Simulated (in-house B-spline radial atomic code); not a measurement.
**Binding energies in Re⁴⁺**

NIST's tabulated ground configuration is [Xe] 4f14 5d3; each binding energy is the energy of the ion with one electron taken from that subshell, relaxed, less that of the parent. All numbers are computed (Dirac-Hartree-Fock, average of configuration; Fermi nucleus of rms radius 5.3698 fm) with a radial B-spline atomic code at the basis-set limit, not measured. Energies include first-order Breit, QED and recoil terms.

| subshell | X-ray name | binding energy (eV) | -ε (eV) | relaxation (eV) |
| --- | --- | --- | --- | --- |
| 1s | K | 71730.5 | 72183.6 | 87.7 |
| 2s | L1 | 12593.3 | 12690.7 | 52.0 |
| 2p1/2 | L2 | 12017.4 | 12118.5 | 56.5 |
| 2p3/2 | L3 | 10594 | 10676.0 | 53.3 |
| 3s | M1 | 2997.7 | 3035.6 | 28.8 |
| 3p1/2 | M2 | 2743.2 | 2781.5 | 29.9 |
| 3p3/2 | M3 | 2430.2 | 2463.5 | 28.1 |
| 4s | N1 | 689.3 | 702.4 | 11.2 |
| 4p1/2 | N2 | 582.7 | 595.4 | 11.0 |
| 4p3/2 | N3 | 509.6 | 520.4 | 9.9 |
| 5s | O1 | 142.9 | 145.1 | 1.9 |
| 5p1/2 | O2 | 107.5 | 109.3 | 1.6 |
| 4f5/2 | N6 | 98.82 | 106.81 | 8.15 |
| 4f7/2 | N7 | 96.43 | 104.12 | 7.95 |
| 5p3/2 | O3 | 96 | 97.42 | 1.32 |
| 5d | O4,5 | 51.45 | 52.04 | 0.60 |

Relaxation = -ε minus the binding energy without Breit, QED and recoil terms.

Emission lines follow as differences of binding energies, with λ = 12398.42 eV·Å / E:

```json
{"line": "K-L3", "holes": "1s → 2p3/2", "energy (eV)": "61136.5", "wavelength (Å)": "0.2028"}
{"line": "K-L2", "holes": "1s → 2p1/2", "energy (eV)": "59713.1", "wavelength (Å)": "0.20763"}
{"line": "K-M3", "holes": "1s → 3p3/2", "energy (eV)": "69300.3", "wavelength (Å)": "0.17891"}
{"line": "L1-M3", "holes": "2s → 3p3/2", "energy (eV)": "10163.1", "wavelength (Å)": "1.2199"}
{"line": "L3-M1", "holes": "2p3/2 → 3s", "energy (eV)": "7596.3", "wavelength (Å)": "1.6322"}
```

(1) What screening constant σ does Moseley's law, E = (3/4)·13.6057 eV·(Z - σ)², need for K-L3?

Moseley's non-relativistic formula needs a falling, then negative, screening constant for heavy elements, because relativity binds the 1s electron more strongly than the formula allows.

(2) What does it cost to remove both a 4p3/2 and a 4f7/2 electron?

(3) What does it cost to remove both a 2p3/2 and a 5d electron?

(4) What does it cost to remove both a 3s and a 4f7/2 electron?

Answers

(1) σ = -2.40.

(2) 634.71 eV, which is 28.67 eV more than the two single binding energies together.

(3) 10663 eV, which is 17.2 eV more than the two single binding energies together.

(4) 3125.9 eV, which is 31.74 eV more than the two single binding energies together.
